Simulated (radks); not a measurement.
Ionisation of neutral lead, [Hg] 6p2, to [Hg] 6p1 as the strength of local exchange is varied. Method: scalar-relativistic Kohn-Sham, Slater X-alpha exchange (alpha = 2/3 is LDA exchange), no correlation, spin-polarised, spherical densities, point nucleus; open shells are filled with parallel spins first (spin-orbit coupling, left out, can overturn this in heavy ions); computed with a radial shooting solver on a logarithmic mesh with Libxc functionals.

| alpha | E(Pb) (hartree) | exchange (hartree) | IE (eV) | -e of the level emptied (eV) | <r> of it (bohr) |
|---|---|---|---|---|---|
| 0.6 | -20825.2744 | -329.2997 | 5.876 | 2.954 (6p) | 3.522 |
| 0.667 | -20862.3057 | -366.7511 | 6.382 | 3.396 (6p) | 3.421 |
| 0.913 | -20998.8605 | -505.4243 | 8.404 | 5.222 (6p) | 3.114 |
| 0.985 | -21039.0028 | -546.3574 | 9.042 | 5.814 (6p) | 3.040 |
| 1.018 | -21057.4277 | -565.1706 | 9.341 | 6.094 (6p) | 3.008 |
| 1.033 | -21065.8082 | -573.7329 | 9.478 | 6.223 (6p) | 2.993 |

NIST Atomic Spectra Database: 7.417 eV (measured). The Delta-SCF value meets it near alpha = 0.79. Open shells are spherical and high-spin; term and fine-structure splittings are not resolved. Spin-orbit splitting is averaged out at the scalar-relativistic level.
